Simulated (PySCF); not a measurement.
A structure optimised at ωB97X-D3(BJ)/def2-SVP, used in a PySCF frequency run:

```xyz
5

O     -0.2705    -1.9155     0.0000
Si    -0.0092    -0.2634     0.0000
Cl     1.0159     0.3220     1.6477
Cl    -1.8970     0.4744     0.0000
Cl     1.0159     0.3220    -1.6477
```
Charge 0, spin multiplicity 2.

Question: Write its SMILES, formula and point group.

Answer: [O][Si](Cl)(Cl)Cl, Cl3OSi, Cs

Question: What are its rotational constants (standard atomic weights)?

Answer: 1.8825, 1.8188, 1.2814 GHz
